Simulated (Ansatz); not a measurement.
Cost and result for the atomization energy of C₂H₈GaNSi, SMILES `C[N]1C[SiH2][GaH]1` (13 atoms, 13 bonds).

Cartesian coordinates in Å:
```
C 1.842 -0.183 -0.488
N 0.430 -0.263 -0.243
C -0.156 0.840 0.518
Si -1.988 0.287 0.579
Ga -0.925 -1.453 -0.651
H 2.415 -0.151 0.451
H 2.180 -1.049 -1.060
H 2.104 0.722 -1.055
H -0.019 1.807 0.012
H 0.294 0.936 1.517
H -2.923 1.237 -0.088
H -2.495 0.049 1.960
H -0.758 -2.779 -1.453
```

The species carries charge 0 and has multiplicity 1. Correlated methods include outer-core shells of Ga, which these sets cover unevenly. Scalar relativity is left out up to krypton. The geometry is a stationary point of PBE0-D4/def2-TZVP. Program: Ansatz. All runs use 2 threads of an AMD EPYC 7R13 on a shared host and a share of an NVIDIA H100 80 GB. Times are those of one run each, without the atoms' runs, and a repeat can differ threefold. Electronic energies, without spin–orbit coupling; frozen cores. CCSD(T)/CBS adds CCSD(T) − MP2 in def2-TZVPP to the MP2 limit, and its time is that of the two runs behind it. T1 = 0.017. With those shells the extrapolation isn't a true limit. B3LYP takes the VWN-RPA correlation (the form of Gaussian; ORCA's B3LYP/G).

CCSD(T)/CBS is a level of theory with its own doubt, some kJ/mol a heavy atom from the limit and from the frozen cores, so smaller differences don't rank the functionals.

```json
{"level": "PBE0-D4/def2-TZVPP", "functions": "295", "wall time": "1.7 s"}
{"level": "B3LYP-D4/def2-TZVPP (with forces)", "functions": "295", "wall time": "1.9 s"}
{"level": "PBE-D4/def2-TZVPP (with forces)", "functions": "295", "wall time": "2 s"}
{"level": "B2PLYP/def2-TZVPP", "functions": "295", "wall time": "2 s"}
{"level": "r2SCAN-D4/def2-TZVPP (with forces)", "functions": "295", "wall time": "2.5 s"}
{"level": "ωB97X-V/def2-TZVPP", "functions": "295", "wall time": "2.6 s"}
{"level": "ωB97M-V/def2-TZVPP (with forces)", "functions": "295", "wall time": "3.6 s"}
{"level": "CCSD(T)/def2-TZVPP", "functions": "295", "wall time": "4.2 s"}
{"level": "MP2/def2-QZVPP", "functions": "570", "wall time": "5.5 s"}
{"level": "CCSD(T)/CBS(def2)", "functions": "–", "wall time": "9.7 s"}
```

**Question.** What atomization energy does each give, and how far from CCSD(T)/CBS? (An estimate is asked.)

**Answer.** The calculation gave: 
| level | atomization (kJ/mol) | difference from CCSD(T)/CBS | per bond |
| --- | --- | --- | --- |
| PBE0-D4/def2-TZVPP | 4396.6 | 3.9 | 0.3 |
| B3LYP-D4/def2-TZVPP (with forces) | 4382.4 | -10.3 | -0.8 |
| PBE-D4/def2-TZVPP (with forces) | 4458.9 | 66.2 | 5.1 |
| B2PLYP/def2-TZVPP | 4331.2 | -61.5 | -4.7 |
| r2SCAN-D4/def2-TZVPP (with forces) | 4396.0 | 3.3 | 0.3 |
| ωB97X-V/def2-TZVPP | 4413.9 | 21.2 | 1.6 |
| ωB97M-V/def2-TZVPP (with forces) | 4390.0 | -2.7 | -0.2 |
| CCSD(T)/def2-TZVPP | 4286.0 | -106.7 | -8.2 |
| MP2/def2-QZVPP | 4384.4 | -8.3 | -0.6 |
| CCSD(T)/CBS(def2) | 4392.7 | 0.0 | 0.0 |

The D4 term adds +52.1 kJ/mol with B3LYP and +27.3 kJ/mol with PBE0; it sums over pairs of atoms, weighted by their polarisabilities, and B3LYP, whose exchange is more repulsive, gets the larger term. In def2-TZVPP, CCSD(T) changes the Hartree–Fock value by +1151.0 kJ/mol (the triples alone add +67.6 kJ/mol) and MP2 by +1186.3 kJ/mol; breaking electron pairs costs correlation energy, which Hartree–Fock lacks. From PBE to PBE0 (25 % exact exchange), in def2-TZVPP and without D4, the atomization energy moves by −57.5 kJ/mol: exact exchange takes away binding that semilocal exchange gives to molecules.
